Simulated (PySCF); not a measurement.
An unknown gives this computed stick spectrum. The calculation used PySCF 2.14.0, density-fitted response routines, TDDFT PBE0/def2-SVPD, vertical, gas phase, core orbitals frozen in the response. Geometries: GFN2-xTB, one conformer each.

```tsv
state	E (eV)	f	main configurations (H = HOMO, L = LUMO)
S1	7.13	0.021	H→L (98%)
S2	7.75	0.110	H→L+1 (82%), H→L+2 (8%)
S3	7.77	0.0091	H→L+3 (72%), H→L+2 (24%)
S4	7.87	0.0015	H-1→L (79%), H→L+2 (9%)
S5	7.90	0.010	H→L+2 (54%), H→L+3 (16%), H-1→L (14%)
S6	8.01	0.014	H→L+4 (78%), H→L+5 (13%)
```

Triplets computed (Tamm–Dancoff): 6.88, 7.51 eV.

Orbital energies (eV): HOMO-3 -9.44, HOMO-2 -9.41, HOMO-1 -8.35, HOMO -7.63, LUMO 0.61, LUMO+1 1.06, LUMO+2 1.35.

Question: Which structure fits? All have the formula C4H10Si.
A. `[SiH3]CC1CC1`
B. `C=C[C@H](C)[SiH3]`
C. `C=C[SiH](C)C`

Answer: A. Its S1, at 7.13 eV, is the highest among the candidates; the nearest of the others has S1 at 6.54 eV. S1 is HOMO→LUMO (98%). Löwdin shares by element: HOMO carbon 60% or more, silicon 12% (atoms not listed hold the other 28%); LUMO silicon 33%, hydrogen 14% or more, carbon 10% or more (atoms not listed hold the other 43%). At the same level the other candidates give, for their lowest levels:
- `C=C[C@H](C)[SiH3]`: 6.54 eV (f 0.173); 6.66 eV (f 0.171); 7.26 eV (f 0.022); 7.32 eV (f 0.076); 7.45 eV (f 0.020); T1 4.26 eV; HOMO -7.12, LUMO 0.08 eV
- `C=C[SiH](C)C`: 6.49 eV (f 0.005); 6.91 eV (f 0.297); 7.33 eV (f 0.007); 7.48 eV (f 0.053); 7.60 eV (f 0.008); T1 4.25 eV; HOMO -7.72, LUMO -0.28 eV

Conformer computed: `[SiH3:1][CH2:2][CH:3]1[CH2:4][CH2:5]1`: Si1–C2–C3–C4 82°.

Without π bonds the low states may be Rydberg-like; a valence basis with one diffuse set may place them up to an eV too high.
